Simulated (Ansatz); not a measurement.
Consider the formal exchange of groups at the In–C bond: `C[CH2][In]([OH])[SH]` + `CC(C)=CF` → `[OH][In]([F])[SH]` + `CCC=C(C)C`.

Isolated molecules relaxed with PBE0-D4/def2-TZVP in Ansatz; ΔE leaves out vibrations. CCSD(T)/CBS is the MP2 limit (def2-TZVPP, def2-QZVPP) plus CCSD(T) − MP2 in def2-TZVPP, frozen cores. DFT in def2-TZVPP. B3LYP here is the variant with VWN-RPA as its local correlation; programs differ in this. Elements past krypton have def2 core potentials. For In outer-core shells are correlated without core-valence functions, which leaves a few kJ/mol of doubt a bond. Each species was taken in one conformer, which may not be the lowest.

```tsv
level	ΔE (eV)
PBE0-D4	-1.12
B3LYP-D4	-1.15
r2SCAN	-1.13
HF/def2-QZVPP	-1.27
```

(1) What does CCSD(T)/CBS give? (An estimate is asked.)

Largest T1 diagnostic among the species: 0.016.

## Answers

(1) Ansatz gave: -1.20 eV. The listed levels differ from it by 0.08, 0.05, 0.07, -0.07 eV.

In def2-TZVPP, CCSD(T) changes the Hartree–Fock value by +0.10 eV (the triples alone add +0.01 eV) and MP2 by +0.05 eV. From PBE to PBE0 (25 % exact exchange), in def2-TZVPP and without D4, ΔE moves by −0.03 eV.
